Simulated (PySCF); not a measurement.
germanium atom (Ge), triplet (typed; the unrestricted solution is spin-contaminated); DF-B3LYP/STO-3G (PySCF).

PySCF was given this input:
```python
from pyscf import gto, scf, dft

mol = gto.M(
    atom='''
Ge    0.000000    0.000000    0.000000
''',
    basis='sto-3g',
    charge=0,
    spin=2,
    verbose=4,
)

mf = dft.UKS(mol)
mf.xc = 'b3lyp'
mf = mf.density_fit(auxbasis='def2-universal-jkfit')
mf.kernel()
```

Question: Write the output that PySCF gives for this input, abridged.

Answer: 
```
PySCF version 2.14.0

[INPUT] verbose = 4
[INPUT] num. atoms = 1
[INPUT] num. electrons = 32
[INPUT] charge = 0
[INPUT] spin (= nelec alpha-beta = 2S) = 2
[INPUT] symmetry False subgroup None
[INPUT] Mole.unit = angstrom
[INPUT] Symbol           X                Y                Z      unit          X                Y                Z       unit  Magmom
[INPUT]  1 Ge     0.000000000000   0.000000000000   0.000000000000 AA    0.000000000000   0.000000000000   0.000000000000 Bohr   0.0

nuclear repulsion = 0
number of shells = 8
number of NR pGTOs = 54
number of NR cGTOs = 18
basis = sto-3g
ecp = {}

******** <class 'pyscf.df.df_jk.DFUKS'> ********
method = DFUKS
initial guess = minao
damping factor = 0
level_shift factor = 0
DIIS = <class 'pyscf.scf.diis.CDIIS'>
diis_start_cycle = 1
diis_space = 8
diis_damp = 0
SCF conv_tol = 1e-09
SCF conv_tol_grad = None
SCF max_cycles = 50
direct_scf = False
number electrons alpha = 17  beta = 15
XC library pyscf.dft.libxc version 7.1.2
    S. Lehtola, C. Steigemann, M. J. T. Oliveira, and M. A. L. Marques,  SoftwareX 7, 1–5 (2018)
XC functionals = b3lyp
    P. J. Stephens, F. J. Devlin, C. F. Chabalowski, and M. J. Frisch,  J. Phys. Chem. 98, 11623 (1994)
radial grids:
    Treutler-Ahlrichs [JCP 102, 346 (1995); DOI:10.1063/1.469408] (M4) radial grids

becke partition: Becke, JCP 88, 2547 (1988); DOI:10.1063/1.454033
pruning grids: <function nwchem_prune>
grids dens level: 3
symmetrized grids: False
atomic radii adjust function: <function treutler_atomic_radii_adjust>
small_rho_cutoff = 0
Set gradient conv threshold to 3.16228e-05
tot grids = 20640
******** <class 'pyscf.df.df.DF'> ********
auxbasis = def2-universal-jkfit
init E= -2050.47309285986

cycle= 1 E= -2052.83004318852  delta_E= -2.36  |g|= 0.153  |ddm|= 1.33

cycle= 2 E= -2051.55190943659  delta_E= 1.28  |g|= 0.364  |ddm|= 2.15
cycle= 3 E= -2052.83248027384  delta_E= -1.28  |g|= 0.12  |ddm|= 2.15
cycle= 4 E= -2052.835979545  delta_E= -0.0035  |g|= 0.0404  |ddm|= 0.038
cycle= 5 E= -2052.65041293345  delta_E= 0.186  |g|= 0.228  |ddm|= 1.53
cycle= 6 E= -2052.65045281908  delta_E= -3.99e-05  |g|= 0.227  |ddm|= 0.000247

cycle= 7 E= -2047.18674705718  delta_E= 5.46  |g|= 0.0529  |ddm|=    3

cycle= 8 E= -2047.18674773449  delta_E= -6.77e-07  |g|= 0.0529  |ddm|= 1.51e-05

cycle= 9 E= -2047.18675030338  delta_E= -2.57e-06  |g|= 0.0536  |ddm|= 0.0373
cycle= 10 E= -2052.65046586237  delta_E= -5.46  |g|= 0.227  |ddm|=    3

cycle= 11 E= -2047.18677134364  delta_E= 5.46  |g|= 0.0665  |ddm|= 2.91
cycle= 12 E= -2052.66220758054  delta_E= -5.48  |g|= 0.00894  |ddm|= 2.66
cycle= 13 E= -2052.82356549568  delta_E= -0.161  |g|= 0.216  |ddm|= 1.52
cycle= 14 E= -2052.82356779734  delta_E= -2.3e-06  |g|= 0.216  |ddm|= 0.000579
cycle= 15 E= -2052.82357139544  delta_E= -3.6e-06  |g|= 0.216  |ddm|= 0.011
cycle= 16 E= -2052.82370190594  delta_E= -0.000131  |g|= 0.215  |ddm|= 0.0173
cycle= 17 E= -2052.82382633833  delta_E= -0.000124  |g|= 0.214  |ddm|= 0.0143
cycle= 18 E= -2052.82459530604  delta_E= -0.000769  |g|= 0.207  |ddm|= 0.00321
cycle= 19 E= -2052.83254362294  delta_E= -0.00795  |g|= 0.119  |ddm|= 0.0425
cycle= 20 E= -2052.83523598905  delta_E= -0.00269  |g|= 0.0659  |ddm|= 0.0254
cycle= 21 E= -2052.65021054975  delta_E= 0.185  |g|= 0.23  |ddm|= 1.52
cycle= 22 E= -2052.65021384875  delta_E= -3.3e-06  |g|= 0.23  |ddm|= 0.000689
cycle= 23 E= -2052.65027863065  delta_E= -6.48e-05  |g|= 0.229  |ddm|= 0.933
cycle= 24 E= -2052.65030435696  delta_E= -2.57e-05  |g|= 0.229  |ddm|= 0.441
cycle= 25 E= -2052.65026453167  delta_E= 3.98e-05  |g|= 0.229  |ddm|= 0.0616
cycle= 26 E= -2052.6504733612  delta_E= -0.000209  |g|= 0.227  |ddm|= 0.357
cycle= 27 E= -2051.55290867574  delta_E=  1.1  |g|= 0.372  |ddm|= 2.06
cycle= 28 E= -2052.66221314872  delta_E= -1.11  |g|= 0.00235  |ddm|= 2.07
cycle= 29 E= -2052.66221327229  delta_E= -1.24e-07  |g|= 0.00144  |ddm|= 0.0366
cycle= 30 E= -2052.82357358215  delta_E= -0.161  |g|= 0.216  |ddm|= 1.52
cycle= 31 E= -2052.82357368374  delta_E= -1.02e-07  |g|= 0.216  |ddm|= 7.54e-05
cycle= 32 E= -2052.82357388793  delta_E= -2.04e-07  |g|= 0.216  |ddm|= 0.00129
cycle= 33 E= -2052.82357405869  delta_E= -1.71e-07  |g|= 0.216  |ddm|= 0.00111
cycle= 34 E= -2052.82357515821  delta_E= -1.1e-06  |g|= 0.216  |ddm|= 0.00217
cycle= 35 E= -2052.82351428166  delta_E= 6.09e-05  |g|= 0.216  |ddm|= 0.00352
cycle= 36 E= -2052.82320228385  delta_E= 0.000312  |g|= 0.219  |ddm|= 0.00289
cycle= 37 E= -2052.82400046166  delta_E= -0.000798  |g|= 0.212  |ddm|= 0.00417
cycle= 38 E= -2052.65008655815  delta_E= 0.174  |g|= 0.231  |ddm|= 1.52
cycle= 39 E= -2052.6509749999  delta_E= -0.000888  |g|= 0.222  |ddm|= 0.00505

cycle= 40 E= -2047.18620573541  delta_E= 5.46  |g|= 0.0592  |ddm|=    3

cycle= 41 E= -2047.18622345246  delta_E= -1.77e-05  |g|= 0.0593  |ddm|= 0.00413
cycle= 42 E= -2051.55390359573  delta_E= -4.37  |g|= 0.365  |ddm|= 2.16
cycle= 43 E= -2052.8261856973  delta_E= -1.27  |g|= 0.193  |ddm|= 2.15
cycle= 44 E= -2052.82518466595  delta_E= 0.001  |g|= 0.202  |ddm|= 0.00732
cycle= 45 E= -2052.82433309472  delta_E= 0.000852  |g|= 0.209  |ddm|= 0.0654
cycle= 46 E= -2052.83632045382  delta_E= -0.012  |g|= 0.0195  |ddm|= 0.107
cycle= 47 E= -2052.6502387618  delta_E= 0.186  |g|= 0.229  |ddm|= 1.53
cycle= 48 E= -2052.65024259794  delta_E= -3.84e-06  |g|= 0.229  |ddm|= 0.00229
cycle= 49 E= -2052.65031518834  delta_E= -7.26e-05  |g|= 0.229  |ddm|= 0.379
cycle= 50 E= -2052.65027295679  delta_E= 4.22e-05  |g|= 0.229  |ddm|= 1.11
SCF not converged.
SCF energy = -2052.65027295679 after 50 cycles  <S^2> = 2.9999973  2S+1 = 3.6055498
```

Convergence was not reached.
